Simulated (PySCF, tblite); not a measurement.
C₇H₁₀OP (charge -1).
SMILES with atom numbers: `[CH3:1][O:2][c:3]1[cH:4][c:5]([CH3:6])[p-:7][c:8]1[CH3:9]` (hydrogens: H10, H11, H12 on C1; H13 on C4; H14, H15, H16 on C6; H17, H18, H19 on C9)

Geometry (GFN2-xTB, Å), atoms numbered from 1 in this order:
```
atom  x, y, z in Å
C1    -1.7530    2.0857   -0.2224
O2    -1.8271    0.7040   -0.1049
C3    -0.5876    0.0352   -0.0166
C4     0.6803    0.6272   -0.0107
C5     1.6985   -0.3050    0.0864
C6     3.1539    0.0596    0.1165
P7     1.0889   -1.9454    0.1714
C8    -0.5617   -1.3432    0.0732
C9    -1.7896   -2.2030    0.0878
H10   -2.7817    2.4516   -0.2935
H11   -1.2707    2.5512    0.6502
H12   -1.2034    2.3957   -1.1235
H13    0.8726    1.6912   -0.0719
H14    3.4480    0.5929   -0.7937
H15    3.3805    0.7111    0.9669
H16    3.7655   -0.8374    0.2016
H17   -2.3894   -2.0402   -0.8123
H18   -1.5126   -3.2555    0.1387
H19   -2.4212   -1.9665    0.9492
```

Structure optimised with GFN2-xTB, isolated species.

Masses are those of the commonest isotopes; rigid-rotor values at the optimised geometry. The values belong to one conformer with, in the numbering `[CH3:1][O:2][c:3]1[cH:4][c:5]([CH3:6])[p-:7][c:8]1[CH3:9]`, C1–O2–C3–C4 1°.

Problem. Give the principal moments of inertia and the rotational constants in cm⁻¹.

Solution. Ia = 257.95, Ib = 428.46, Ic = 676.92 u·Å²; 505379 MHz·u·Å²/I gives 1959, 1180 and 746.6 MHz, that is A = 0.06535, B = 0.03934, C = 0.02490 cm⁻¹.

Problem. What kind of rotor is it?

Solution. An asymmetric top. Ray's parameter κ = (2B − A − C)/(A − C) = -0.286; −1 is the prolate and +1 the oblate limit.

Problem. Is it planar, by Δ = Ic − Ia − Ib?

Solution. Not planar: Δ = Ic − Ia − Ib = -9.49 u·Å². For a rigid frame Δ = −2 Σ m c², so Σ m c² = 4.74 u·Å² lies off the ab plane: 4.74 from hydrogen and 0.01 from heavier atoms. The atom farthest from that plane is 0.91 Å away.

Problem. List the rotational levels J(Ka,Kc) to J = 3 (cm⁻¹).

Solution. Above 0(0,0):
J = 1: 1(0,1) 0.0642, 1(1,1) 0.0903, 1(1,0) 0.1047
J = 2: 2(0,2) 0.1882, 2(1,2) 0.2043, 2(1,1) 0.2476, 2(2,1) 0.3257, 2(2,0) 0.3302
J = 3: 3(0,3) 0.3651, 3(1,3) 0.3729, 3(1,2) 0.4586, 3(2,2) 0.5184, 3(2,1) 0.5388, 3(3,1) 0.6871, 3(3,0) 0.6880
Those of J = 1 are B + C, A + C and A + B.

Its GFN2-xTB frequencies are all real (lowest 34 cm⁻¹). Zero-point vibration and centrifugal distortion are left out.

All values are computed, not measured.
